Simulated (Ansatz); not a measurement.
Species: sum formula SnCl$_{2}$F$_{2}$, net charge 0, singlet state. 
Geometry from a B3LYP-D3(BJ)/def2-TZVP (Ansatz, a program for electronic structure) optimisation:
```xyz
5

F     -0.0993    -1.4702    -1.4059
Sn    -0.0148    -0.2112     0.0159
F     -0.0905    -1.2442     1.6099
Cl    -1.8461     1.1629    -0.0818
Cl     1.9900     0.8954    -0.0729
```
Charge 0, spin multiplicity 1.

Computed values are from Ansatz. Correlated levels leave the core frozen unless marked. Open shells are spin-unrestricted. Spin-orbit coupling is left out. Frozen are the shells of the preceding noble gas and the d and f shells that filled before the atom's block. Past Kr the def2 sets carry scalar-relativistic core potentials. Basis-set limits of correlation are two-point, X^-3; Hartree-Fock from the larger set.

- atomisation energy De = 375.0 kcal/mol at CCSD(T)/CBS(def2-TZVPPD,def2-QZVPPD)
- vertical ionisation energy (to the doublet) = 12.96 eV at CCSD(T)/CBS(def2-TZVPPD,def2-QZVPPD)
- vertical triplet-singlet gap = 6.01 eV at CCSD(T)/CBS(def2-TZVPPD,def2-QZVPPD)
- total energy = -1332.7492 Eh at CCSD(T)/CBS(def2-TZVPPD,def2-QZVPPD)
- dipole moment = 1.60 D at CCSD(T)/def2-SVPD
- T1 diagnostic = 0.012 at CCSD/def2-QZVPPD
